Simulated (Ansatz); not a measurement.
Steps of a relaxation of HI₃Sn, SMILES `[I][SnH]([I])[I]` with RKS PBE-D4/def2-SVP.

```sh
$ ansatz run in.yaml --threads 4 --pin off --events-out ev --progress --plain --max-ram 11315MiB
```

```yaml
crystal:
  periodic: [false, false, false]
  atoms:
    - {symbol: I, position_ang: [-1.471300, -0.037000, 2.211600]}
    - {symbol: Sn, position_ang: [0.114300, 0.139900, 0.017400]}
    - {symbol: I, position_ang: [1.477000, -2.193500, -0.235100]}
    - {symbol: I, position_ang: [-1.312200, 0.551500, -2.230000]}
    - {symbol: H, position_ang: [1.242100, 1.465500, 0.194600]}
basis:
  gaussian: {orbitals: def2-SVP}
hamiltonian: {xc: pbe, dispersion: d4}
relax: {f_tol: 0.03, max_steps: 200}
```

Positions (Å) and forces (eV/Å) along the path, 3 of 3 steps:

```xyz
5
step=1 energy=-30152.7850 eV
I    -1.471   -0.037    2.212   -0.008    0.023   -0.056
Sn    0.114    0.140    0.017    0.308    0.139    0.134
I     1.477   -2.193   -0.235   -0.009    0.022    0.004
I    -1.312    0.551   -2.230   -0.127    0.014   -0.094
H     1.242    1.466    0.195   -0.164   -0.197    0.012
5
step=2 energy=-30152.7913 eV
I    -1.482   -0.006    2.169   -0.019   -0.008    0.011
Sn    0.144    0.142    0.009   -0.124   -0.119   -0.045
I     1.503   -2.190   -0.239   -0.007    0.011   -0.007
I    -1.363    0.545   -2.214    0.048   -0.005    0.055
H     1.248    1.435    0.234    0.102    0.121   -0.013
5
step=3 energy=-30152.7931 eV
I    -1.491   -0.013    2.173    0.000    0.000   -0.001
Sn    0.141    0.139    0.015   -0.004   -0.009    0.001
I     1.500   -2.191   -0.241   -0.001    0.003    0.001
I    -1.354    0.546   -2.207    0.000    0.001    0.000
H     1.254    1.445    0.218    0.005    0.006   -0.001
```

Hardware: 4 threads of an Arm Neoverse V2 on a shared host. Wall time 4.6 s, peak host memory 0.18 GiB.
